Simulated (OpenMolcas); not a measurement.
Computed levels of 3d4 in ions with 22 electrons, in cm-1 above 5D0.

```
Program             : OpenMolcas
Method              : MS-RASPT2, IPEA 0.25 Eh, imaginary shift 0.1 Eh
Basis               : ANO-RCC-VQZP
Scalar Hamiltonian  : DKH2, point nucleus
Spin-orbit coupling : state interaction with AMFI integrals over the reference wave functions, term energies averaged over their components
```

Active space for each ion: 10 electrons in 8 orbitals (RAS1 3p, at most 2 holes; RAS2 3d); closed shells correlated by CASPT2: 3s.

```
 Level   Fe4+   Co5+   Cu7+
   5D1    151    215    385
   5D2    442    626   1105
   5D3    859   1207   2090
   5D4   1384   1931   3300
3P0(1)  24670  27810  33650
   3H4  25180  28710  35410
   3H5  25510  29180  36310
3P1(1)  25570  29090  35910
   3H6  25860  29690  37200
```

Question: Estimate 5D4, 3P0(1), 3H4 for Ni6+ from its neighbours Co5+ and Cu7+.

Answer: 5D4 is fine structure, which grows about as the fourth power of a screened charge, so the fourth roots are averaged: ((1931^0.25 + 3300^0.25) / 2)^4 = 2547. The calculation gives 2530, so the estimate is off by +0.7 %; the measured value is 2392 (Corliss and Sugar, J. Phys. Chem. Ref. Data 10, 197 (1981)).
3P0(1) is another term, which grows about linearly with the charge: (27810 + 33650) / 2 = 30730. The calculation gives 30820, so the estimate is off by -0.3 %; the measured value is 30077 (Corliss and Sugar, J. Phys. Chem. Ref. Data 10, 197 (1981)).
3H4 is another term, which grows about linearly with the charge: (28710 + 35410) / 2 = 32060. The calculation gives 32080, so the estimate is off by -0.1 %; the measured value is 31672 (Corliss and Sugar, J. Phys. Chem. Ref. Data 10, 197 (1981)).

Term energies are means over components that CASPT2 splits; among the terms shown or strongly mixed into the levels shown the widest spread is 470 cm-1 (3d4 3H, Co5+). Active for correlation alone: 3p; no level in the range computed is led by a configuration that opens it, so any true level of that kind is missing. Computed and measured levels are paired by configuration, term and J; levels that our copy of the source lacks, or whose pairing is in doubt (as where it misses far off the trend of its configuration), stay unpaired and out of the deviations. Only configurations of the active space appear.

A number in round brackets counts repeated terms of one configuration in the order of the reference energies.
